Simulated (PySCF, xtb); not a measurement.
C2H5O2, SMILES [O]CCO, multiplicity 2. Other conformers were not sampled.

Harmonic wavenumbers (cm⁻¹) from xtb with GFN2-xTB at its own minimum, in rising order: 137, 294, 382, 462, 705, 792, 934, 1061, 1129, 1195, 1236, 1267, 1303, 1315, 1424, 1459, 2688, 2728, 2886, 3015, 3491.

Question: What does ωB97X-D3(BJ)/def2-SVP (PySCF 2.14.0) give at its own minimum? (An estimate is asked for; the answer gives what the named calculation found.)

Answer: 150, 272, 315, 421, 540, 884, 973, 1055, 1135, 1197, 1256, 1319, 1383, 1408, 1489, 1524, 2963, 3023, 3035, 3158, 3882. Paired by order, the mean absolute difference is 99 cm⁻¹ and the zero-point energies are 42.7 and 44.9 kcal/mol.
